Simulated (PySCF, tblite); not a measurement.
Isomers of C6H6ClN. Computed with GFN2-xTB (tblite): harmonic, unscaled wavenumbers at the GFN2-xTB geometry, gas phase. Errors from tens to a few hundred cm⁻¹ against measured bands are possible. One conformer each.

Electronic energies: PBE0/pcSseg-1 single points on the GFN2-xTB geometries (PySCF, gas phase).

```
                   SMILES  electronic energy, lowest = 0 (kcal/mol)
C=C1C[C@@H](Cl)[C@@H]1C#N                                      48.2
              Nc1ccccc1Cl                                       0.0
       C#C[C@@H](CCl)CC#N                                      63.5
```

Question: How do GFN2-xTB zero-point energies change the relative energies?

Answer: 
```tsv
SMILES	ZPE (kcal/mol)	of it from modes above 1550 cm⁻¹	electronic (kcal/mol)	with ZPE, lowest = 0 (kcal/mol)	lowest mode (cm⁻¹)	rings
Nc1ccccc1Cl	65.3	32.2	0.0	0.0	142	1
C=C1C[C@@H](Cl)[C@@H]1C#N	64.1	32.0	48.2	47.0	47	1
C#C[C@@H](CCl)CC#N	63.0	32.8	63.5	61.2	47	0
```

The zero-point energies span 2.3 kcal/mol, from `C#C[C@@H](CCl)CC#N` to `Nc1ccccc1Cl`. The order is unchanged.

Question: And how do the electronic energies of GFN2-xTB itself compare?

Answer: `Nc1ccccc1Cl` 0.0; `C=C1C[C@@H](Cl)[C@@H]1C#N` 45.3; `C#C[C@@H](CCl)CC#N` 64.7 kcal/mol, lowest = 0. Against the energies above, taken from the same isomer `Nc1ccccc1Cl`, the largest difference is 2.9 kcal/mol.
